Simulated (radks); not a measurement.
Results of a calculation; reference values are marked as such.
Tl2+, configuration [Xe] 4f14 5d10 5f1 (not the ground configuration). Level of theory: scalar-relativistic Kohn-Sham, PBEsol, spin-unpolarised, spherical densities, point nucleus (a radial shooting solver on a logarithmic mesh with Libxc functionals).

X-ray form factor f0, the Fourier transform of the density (f0(0) = 79):

| sin(theta)/lambda (1/angstrom) | f0 (electrons) |
|---|---|
| 0.05 | 77.856 |
| 0.1 | 75.421 |
| 0.15 | 72.414 |
| 0.2 | 68.874 |
| 0.25 | 65.037 |
| 0.3 | 61.189 |
| 0.4 | 54.109 |
| 0.5 | 48.197 |
| 0.6 | 43.340 |
| 0.8 | 35.696 |
| 1 | 29.657 |
| 1.25 | 23.760 |
| 1.5 | 19.608 |
| 2 | 15.057 |
